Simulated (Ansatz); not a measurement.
Cost and result for the atomization energy of `CC1=CC(C)=[O+][Sn-]([OH])[O]1` (17 atoms, 17 bonds).

Z-matrix (Å, degrees):
```
C
C 1 1.497
H 1 1.089 2 112.7
H 1 1.093 2 108.9 3 121.8
H 1 1.093 2 108.9 3 -121.9
C 2 1.398 1 119.2 3 -0.1
O 2 1.269 1 115.1 3 -179.4
C 6 1.398 2 125.5 1 -174.5
H 6 1.081 2 117.2 1 0.8
Sn 7 2.171 2 128.0 1 -166.7
C 8 1.497 6 119.2 2 174.5
O 8 1.269 6 125.6 2 -4.7
O 10 1.986 7 92.8 2 70.9
H 11 1.093 8 108.9 6 -121.6
H 11 1.089 8 112.7 6 0.2
H 11 1.093 8 109.0 6 122.0
H 13 0.960 10 116.4 7 -41.2
```

Total charge 0; spin multiplicity 1. Correlated methods include outer-core shells of Sn, which these sets cover unevenly. Sn takes the def2 core potential. All single points use the PBE0-D4/def2-TZVP geometry. It is one conformer, not always the lowest. Program: Ansatz. All runs use 4 threads of an AMD EPYC 7R13 on a shared host and a share of an NVIDIA H100 80 GB. Times are those of one run each, without the atoms' runs, and a repeat can differ threefold. Electronic energies, without spin–orbit coupling; frozen cores. CCSD(T)/CBS adds CCSD(T) − MP2 in def2-TZVPP to the MP2 limit, and its time is that of the two runs behind it. T1 = 0.017. With those shells the extrapolation isn't a true limit.

CCSD(T)/CBS is a level of theory with its own doubt, some kJ/mol a heavy atom from the limit and from the frozen cores, so smaller differences don't rank the functionals.

| level | functions | wall time | atomization (kJ/mol) | difference from CCSD(T)/CBS | per bond |
| --- | --- | --- | --- | --- | --- |
| CCSD(T)/def2-SVP | 178 | 8 s | 6877.6 | -385.7 | -22.7 |
| B2PLYP/def2-TZVPP | 410 | 9 s | 7184.9 | -78.4 | -4.6 |
| CAM-B3LYP-D4/def2-TZVPP | 410 | 9.5 s | 7291.1 | 27.8 | 1.6 |
| r2SCAN-D4/def2-TZVPP (with forces) | 410 | 10 s | 7306.1 | 42.8 | 2.5 |
| MP2/def2-QZVPP | 778 | 10 s | 7369.1 | 105.8 | 6.2 |
| r2SCANh-D4/def2-TZVPP | 410 | 12 s | 7236.7 | -26.6 | -1.6 |
| ωB97M-V/def2-TZVPP (with forces) | 410 | 13 s | 7270.4 | 7.1 | 0.4 |
| LDA (SPW92)/def2-TZVPP | 410 | 13 s | 8469.5 | 1206.2 | 71.0 |
| PBE-QIDH/def2-TZVPP | 410 | 14 s | 7212.0 | -51.3 | -3.0 |
| PBE-D4/def2-TZVPP (with forces) | 410 | 15 s | 7506.1 | 242.8 | 14.3 |
| B97M-V/def2-TZVPP | 410 | 16 s | 7293.2 | 29.9 | 1.8 |
| CCSD(T)/def2-TZVPP | 410 | 30 s | 7053.7 | -209.6 | -12.3 |
| CCSD(T)/CBS(def2) | – | 40 s | 7263.3 | 0.0 | 0.0 |

The D4 term adds +78.4 kJ/mol with B3LYP and +42.0 kJ/mol with PBE0; it sums over pairs of atoms, weighted by their polarisabilities, and B3LYP, whose exchange is more repulsive, gets the larger term. In def2-TZVPP, CCSD(T) changes the Hartree–Fock value by +1931.8 kJ/mol (the triples alone add +144.6 kJ/mol) and MP2 by +2122.5 kJ/mol; breaking electron pairs costs correlation energy, which Hartree–Fock lacks. From PBE to PBE0 (25 % exact exchange), in def2-TZVPP and without D4, the atomization energy moves by −198.9 kJ/mol: exact exchange takes away binding that semilocal exchange gives to molecules.

B3LYP here is the variant with VWN-RPA as its local correlation; programs differ in this.

Spin–orbit coupling would lower the free Sn atoms strongly, and the atomization energy with them, by more than many differences here. For some Ge, Se and Sn compounds the MP2-based and the directly extrapolated limit differ by 10 to 25 kJ/mol.
